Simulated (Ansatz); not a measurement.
H3Al, triplet, at a GFN2-xTB geometry (such geometries of metal compounds can be far from the true shape) (a higher spin typed on purpose: for a closed-shell molecule this is an excited state); HF/def2-SVP in Ansatz (a first-principles code).

Ansatz was given this input:
Ansatz 0.2 input:
```yaml
crystal:
  periodic: [false, false, false]
  atoms:
    - {symbol: Al, position_ang: [-0.00852086, 0.11601664, 0.09405889]}
    - {symbol: H, position_ang: [0.59235466, -1.44177485, 0.61327871]}
    - {symbol: H, position_ang: [-0.41209475, 1.22776837, -0.98292216]}
    - {symbol: H, position_ang: [-0.06948873, -1.29420984, -0.85312208]}
basis:
  gaussian:
    orbitals: def2-SVP
hamiltonian:
  xc: hf
magnetization: {spin_polarized: true, initial_magnetization: 2}
```

The log (banner, timings and long lists left out):

```
Functional definition: HF
316 factors; integrals over basis functions are off by at most 1.4e-3 eV
mean field evaluation 1: about -6622.7892 eV, gradient 7.0e0 eV
mean field evaluation 2: about -6622.7935 eV, gradient 7.0e0 eV
mean field evaluation 4: about -6623.5511 eV, gradient 7.8e-1 eV
mean field evaluation 8: about -6623.5729 eV, gradient 1.0e-2 eV
mean field evaluation 16: about -6623.5238 eV, gradient 5.2e-1 eV
mean field evaluation 32: about -6623.5382 eV, gradient 4.6e-1 eV
mean field -6623.57292958 eV, -243.4118155429 hartree, gradient 3.5e-5 eV, S^2 2.024982; 0 other end points of the search recorded, 0 dependent functions left out
reference -6623.57292958 eV, -243.4118155429 hartree; 9, 7 occupied and 24, 26 virtual orbitals, 316 factors
Total energy: -6623.57292958 eV, -243.4118155429 hartree
```
